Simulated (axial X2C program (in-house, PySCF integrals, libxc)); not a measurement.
## Density and ELF of CaF⁺

Computed with an in-house all-electron X2C program for linear molecules (integrals from PySCF). Spin-free means the one-electron spin-free X2C Hamiltonian. Basis: Ca dyall-cv3z [11s12p6d4f], F dyall-av3z [7s6p3d2f] (cores contracted in-house); Gaussian nuclei, density fitting, unrestricted open shells. Masses: Ca 39.963 u, F 18.998 u.

PBE0, scalar-relativistic, state M_S = 0, Λ = 0 (closed shell); Ca at z = 0, F at z = 1.864 Å.

The maps cover the half plane through the axis: z from -2.4 to 4.2 Å along the bond, ρ from 0.15 to 2.25 Å away from it.

log10 of the density in e/bohr³:

```
 ρ\z  -2.4  -1.8  -1.2  -0.6   0.0   0.6   1.2   1.8   2.4   3.0   3.6   4.2
0.15  -4.4  -3.1  -1.8  -0.3   1.4  -0.4  -0.6   0.6  -0.4  -1.9  -3.2  -4.3
0.45  -4.5  -3.2  -2.0  -0.6  -0.1  -0.7  -0.9  -0.2  -0.8  -2.0  -3.3  -4.4
0.75  -4.7  -3.5  -2.3  -1.2  -0.7  -1.2  -1.3  -0.9  -1.3  -2.3  -3.5  -4.5
1.05  -4.9  -3.8  -2.8  -1.9  -1.5  -1.9  -1.8  -1.6  -1.9  -2.7  -3.7  -4.7
1.35  -5.2  -4.2  -3.3  -2.6  -2.3  -2.5  -2.3  -2.2  -2.5  -3.2  -4.0  -4.9
1.65  -5.6  -4.7  -4.0  -3.4  -3.1  -3.1  -2.8  -2.8  -3.0  -3.6  -4.3  -5.2
1.95  -5.9  -5.2  -4.6  -4.2  -3.9  -3.6  -3.4  -3.3  -3.5  -4.0  -4.7  -5.6
2.25  -6.3  -5.7  -5.3  -5.0  -4.6  -4.2  -3.9  -3.8  -4.0  -4.5  -5.2  -6.0
```

Electron localisation function (collinear form, no current term, damped to 0 at low density):

```
 ρ\z  -2.4  -1.8  -1.2  -0.6   0.0   0.6   1.2   1.8   2.4   3.0   3.6   4.2
0.15  0.00  0.04  0.50  0.89  0.85  0.82  0.69  0.15  0.87  0.45  0.04  0.00
0.45  0.00  0.03  0.37  0.86  0.62  0.74  0.61  0.84  0.82  0.37  0.03  0.00
0.75  0.00  0.01  0.17  0.70  0.87  0.40  0.46  0.78  0.67  0.24  0.02  0.00
1.05  0.00  0.00  0.05  0.35  0.61  0.08  0.31  0.56  0.41  0.12  0.01  0.00
1.35  0.00  0.00  0.01  0.08  0.15  0.01  0.20  0.31  0.19  0.04  0.00  0.00
1.65  0.00  0.00  0.00  0.01  0.01  0.00  0.11  0.14  0.07  0.01  0.00  0.00
1.95  0.00  0.00  0.00  0.00  0.00  0.00  0.04  0.04  0.01  0.00  0.00  0.00
2.25  0.00  0.00  0.00  0.00  0.00  0.00  0.00  0.00  0.00  0.00  0.00  0.00
```

The state is one determinant whose occupation by symmetry is held fixed; it was picked as the lowest of a PBE0 search that is not exhaustive.
